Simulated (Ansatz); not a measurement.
Ansatz (a quantum-chemistry and plane-wave program) input (B3LYP/LANL2DZ): The .json file is the Basis Set Exchange's LANL2DZ.

Ansatz 0.2 input:
```yaml
crystal:
  periodic: [false, false, false]
  atoms:
    - {symbol: C, position_ang: [1.76495300, -0.52704400, -0.61874300]}
    - {symbol: O, position_ang: [0.47741300, -0.82792800, -0.31279300]}
    - {symbol: B, position_ang: [-0.43253100, 0.09357200, 0.13690400]}
    - {symbol: O, position_ang: [-0.02789500, 1.39295500, 0.31667100]}
    - {symbol: O, position_ang: [-1.69005000, -0.39492300, 0.36924800]}
    - {symbol: H, position_ang: [2.38187300, -1.37128500, -0.87708900]}
    - {symbol: H, position_ang: [2.14537900, 0.45868800, -0.40013800]}
    - {symbol: H, position_ang: [-0.69508700, 2.00523400, 0.63405700]}
    - {symbol: H, position_ang: [-2.33498100, 0.24093100, 0.68609400]}
basis:
  gaussian:
    orbitals: LANL2DZ.json
hamiltonian:
  xc: {name: B3LYP}
magnetization: {spin_polarized: true, initial_magnetization: 1}
relax: {f_tol: 0.003, max_steps: 120}
```

Output:

```
Functional definition: B3LYP
integrals: 0.02 GiB planned
832 factors; integrals over basis functions are off by at most 3.4e-4 eV
mean field: 0.27 GiB planned
mean field evaluation 1: about -7911.0513 eV, gradient 5.0e1 eV
mean field evaluation 2: about -7899.8995 eV, gradient 7.5e1 eV
mean field evaluation 4: about -7920.7290 eV, gradient 2.4e0 eV
mean field evaluation 8: about -7920.7966 eV, gradient 3.2e-2 eV
mean field evaluation 16: about -7920.7966 eV, gradient 5.7e-5 eV
mean field -7920.79663095 eV, -291.0839072787 hartree, gradient 5.7e-5 eV, S^2 0.753141; 0 other end points of the search recorded, 0 dependent functions left out
the calculation of the forces begins
reference -7920.79685572 eV, -291.0839155388 hartree; 20, 19 occupied and 33, 34 virtual orbitals, 832 factors
relax step   1: F+E_penalty+E_count = -7920.79663095 eV  Δ(F+E_penalty+E_count) = +0.000e0 eV  max|allowed force component| = 1.207e0 eV/Å  Δτ_max = 0.0000 Å  (28 SCF iters, accepted)
these checks for a lower state are left out or cut short: starts, cluster_reference, orbital_swaps, neighbouring_geometries, increment
integrals: 0.02 GiB planned
832 factors; integrals over basis functions are off by at most 3.4e-4 eV
mean field: 0.27 GiB planned
mean field -7920.88714838 eV, -291.0872337327 hartree, gradient 2.1e-5 eV, S^2 0.753328; 0 other end points of the search recorded, 0 dependent functions left out
the calculation of the forces begins
reference -7920.88737536 eV, -291.0872420740 hartree; 20, 19 occupied and 33, 34 virtual orbitals, 832 factors
relax step   2: F+E_penalty+E_count = -7920.88714838 eV  Δ(F+E_penalty+E_count) = -9.052e-2 eV  max|allowed force component| = 5.280e-1 eV/Å  Δτ_max = 0.0647 Å  (32 SCF iters, accepted)
these checks for a lower state are left out or cut short: starts, cluster_reference, orbital_swaps, neighbouring_geometries, increment
integrals: 0.02 GiB planned
832 factors; integrals over basis functions are off by at most 3.3e-4 eV
mean field: 0.27 GiB planned
mean field -7920.91050207 eV, -291.0880919650 hartree, gradient 2.0e-5 eV, S^2 0.753394; 0 other end points of the search recorded, 0 dependent functions left out
the calculation of the forces begins
reference -7920.91072976 eV, -291.0881003325 hartree; 20, 19 occupied and 33, 34 virtual orbitals, 832 factors
relax step   3: F+E_penalty+E_count = -7920.91050207 eV  Δ(F+E_penalty+E_count) = -2.335e-2 eV  max|allowed force component| = 2.534e-1 eV/Å  Δτ_max = 0.0618 Å  (32 SCF iters, accepted)
these checks for a lower state are left out or cut short: starts, cluster_reference, orbital_swaps, neighbouring_geometries, increment
integrals: 0.02 GiB planned
832 factors; integrals over basis functions are off by at most 3.4e-4 eV
mean field: 0.27 GiB planned
mean field evaluation 32: about -7920.8697 eV, gradient 9.0e-3 eV
mean field -7920.91578939 eV, -291.0882862706 hartree, gradient 1.6e-5 eV, S^2 0.753378; 0 other end points of the search recorded, 0 dependent functions left out
the calculation of the forces begins
reference -7920.91601682 eV, -291.0882946283 hartree; 20, 19 occupied and 33, 34 virtual orbitals, 832 factors
relax step   4: F+E_penalty+E_count = -7920.91578939 eV  Δ(F+E_penalty+E_count) = -5.287e-3 eV  max|allowed force component| = 5.474e-2 eV/Å  Δτ_max = 0.0324 Å  (33 SCF iters, accepted)
these checks for a lower state are left out or cut short: starts, cluster_reference, orbital_swaps, neighbouring_geometries, increment
integrals: 0.02 GiB planned
832 factors; integrals over basis functions are off by at most 3.4e-4 eV
mean field: 0.27 GiB planned
mean field -7920.91593999 eV, -291.0882918051 hartree, gradient 2.5e-5 eV, S^2 0.753376; 0 other end points of the search recorded, 0 dependent functions left out
the calculation of the forces begins
reference -7920.91616739 eV, -291.0883001618 hartree; 20, 19 occupied and 33, 34 virtual orbitals, 832 factors
relax step   5: F+E_penalty+E_count = -7920.91593999 eV  Δ(F+E_penalty+E_count) = -1.506e-4 eV  max|allowed force component| = 1.067e-2 eV/Å  Δτ_max = 0.0059 Å  (25 SCF iters, accepted)
these checks for a lower state are left out or cut short: starts, cluster_reference, orbital_swaps, neighbouring_geometries, increment
integrals: 0.02 GiB planned
832 factors; integrals over basis functions are off by at most 3.4e-4 eV
mean field: 0.27 GiB planned
mean field -7920.91594555 eV, -291.0882920095 hartree, gradient 4.8e-5 eV, S^2 0.753377; 0 other end points of the search recorded, 0 dependent functions left out
the calculation of the forces begins
reference -7920.91617294 eV, -291.0883003659 hartree; 20, 19 occupied and 33, 34 virtual orbitals, 832 factors
relax step   6: F+E_penalty+E_count = -7920.91594555 eV  Δ(F+E_penalty+E_count) = -5.561e-6 eV  max|allowed force component| = 3.146e-3 eV/Å  Δτ_max = 0.0009 Å  (22 SCF iters, accepted)
these checks for a lower state are left out or cut short: starts, cluster_reference, orbital_swaps, neighbouring_geometries, increment
integrals: 0.02 GiB planned
832 factors; integrals over basis functions are off by at most 3.4e-4 eV
mean field: 0.27 GiB planned
mean field -7920.91594851 eV, -291.0882921180 hartree, gradient 6.0e-6 eV, S^2 0.753377; 0 other end points of the search recorded, 0 dependent functions left out
the calculation of the forces begins
reference -7920.91617589 eV, -291.0883004743 hartree; 20, 19 occupied and 33, 34 virtual orbitals, 832 factors
relax step   7: F+E_penalty+E_count = -7920.91594851 eV  Δ(F+E_penalty+E_count) = -2.952e-6 eV  max|allowed force component| = 4.178e-4 eV/Å  Δτ_max = 0.0014 Å  (25 SCF iters, accepted)
integrals: 0.02 GiB planned
832 factors; integrals over basis functions are off by at most 3.4e-4 eV
mean field: 0.27 GiB planned
mean field evaluation 64: about -7920.9159 eV, gradient 2.2e-2 eV
mean field -7920.91594851 eV, -291.0882921180 hartree, gradient 6.0e-6 eV, S^2 0.753377; 1 other end points of the search recorded, 0 dependent functions left out
the calculation of the forces begins
reference -7920.91617589 eV, -291.0883004743 hartree; 20, 19 occupied and 33, 34 virtual orbitals, 832 factors
Total energy: -7920.91617589 eV, -291.0883004743 hartree
Atom 0 at     1.819873    -0.546880    -0.579669 Å, force     0.000224    -0.000222    -0.000306 eV/Å
Atom 1 at     0.488928    -0.812379    -0.294961 Å, force     0.000026     0.000411     0.000418 eV/Å
Atom 2 at    -0.451455     0.093934     0.149325 Å, force     0.000025    -0.000249    -0.000348 eV/Å
Atom 3 at    -0.047352     1.408480     0.336407 Å, force    -0.000099     0.000078     0.000307 eV/Å
Atom 4 at    -1.721500    -0.399317     0.368372 Å, force    -0.000006     0.000108     0.000203 eV/Å
Atom 5 at     2.391284    -1.400564    -0.917209 Å, force     0.000038     0.000239     0.000060 eV/Å
Atom 6 at     2.199877     0.460978    -0.453716 Å, force    -0.000212    -0.000285    -0.000092 eV/Å
Atom 7 at    -0.632046     2.117898     0.644982 Å, force     0.000065    -0.000088    -0.000046 eV/Å
Atom 8 at    -2.458536     0.148049     0.680680 Å, force    -0.000061     0.000008    -0.000196 eV/Å
Dipole moment:    -0.334722     0.685038     0.238755 e Å
```

The geometry given is a B3LYP-D3(BJ)/def2-TZVP minimum.
